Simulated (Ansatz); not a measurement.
`N[SiH2]C(F)[TeH]` + `O=CC(O)F` → `N[SiH2]C(O)F` + `O=CC(F)[TeH]`  (formal exchange of groups at the Si–C bond)

Isolated molecules relaxed with PBE0-D4/def2-TZVP in Ansatz; ΔE leaves out vibrations. CCSD(T)/CBS is the MP2 limit (def2-TZVPP, def2-QZVPP) plus CCSD(T) − MP2 in def2-TZVPP, frozen cores. DFT in def2-TZVPP. B3LYP here is the variant with VWN-RPA as its local correlation; programs differ in this. Elements past krypton have def2 core potentials. For Te outer-core shells are correlated without core-valence functions, which leaves a few kJ/mol of doubt a bond. Each species was taken in one conformer, which may not be the lowest.

`N[SiH2]C(F)[TeH]`:

Cartesian coordinates in Å:
```
N -1.700 0.585 0.246
Si -0.490 -0.602 0.451
C 1.266 0.102 0.266
F 2.227 -0.839 0.593
Te 1.551 0.875 -1.721
H -1.780 1.121 -0.602
H -2.105 1.056 1.037
H -0.641 -1.146 1.825
H -0.599 -1.683 -0.562
H 1.416 0.982 0.901
H 0.855 -0.452 -2.435
```

`O=CC(O)F`:

```xyz
8

O     1.230   -1.008    0.731
C     0.692    0.062    0.690
C    -0.387    0.356   -0.349
O    -0.543   -0.672   -1.210
F    -1.533    0.577    0.410
H     0.906    0.863    1.420
H    -0.200    1.284   -0.900
H    -0.164   -1.462   -0.792
```

`N[SiH2]C(O)F`:

```xyz
11

N     0.748    1.226    0.563
Si   -0.184   -0.193    0.894
C    -0.447   -0.940   -0.844
O    -0.696    0.060   -1.752
F     0.744   -1.610   -1.183
H     1.743    1.143    0.424
H     0.532    2.080    1.054
H    -1.477    0.260    1.466
H     0.467   -1.183    1.792
H    -1.245   -1.680   -0.940
H    -0.185    0.837   -1.474
```

`O=CC(F)[TeH]`:

Z-matrix (Å, degrees):
```
C
C 1 1.499
Te 1 2.170 2 106.2
F 1 1.352 2 112.7 3 -124.2
H 1 1.096 2 110.5 3 111.9
O 2 1.197 1 124.1 3 109.6
H 2 1.110 1 113.1 3 -69.4
H 3 1.657 1 91.9 2 -48.6
```

```csv
level,ΔE (kJ/mol),difference from CCSD(T)/CBS
r2SCAN-D4,10.5,-9.2
B3LYP-D4,12.4,-7.3
ωB97M-V,17.2,-2.5
B3LYP,10.4,-9.3
CCSD/def2-TZVPP,19.7,0.0
CCSD(T)/def2-TZVPP,18.7,-1.0
HF/def2-QZVPP,23.0,3.3
MP2/def2-QZVPP,18.6,-1.1
MP2/CBS(def2),19.0,-0.7
CCSD/CBS(def2),20.6,0.9
CCSD(T)/CBS,19.7,0
```

Largest T1 diagnostic among the species: 0.014.

In def2-TZVPP, CCSD(T) changes the Hartree–Fock value by −4.2 kJ/mol (the triples alone add −0.9 kJ/mol) and MP2 by −4.9 kJ/mol. From PBE to PBE0 (25 % exact exchange), in def2-TZVPP and without D4, ΔE moves by +5.6 kJ/mol.
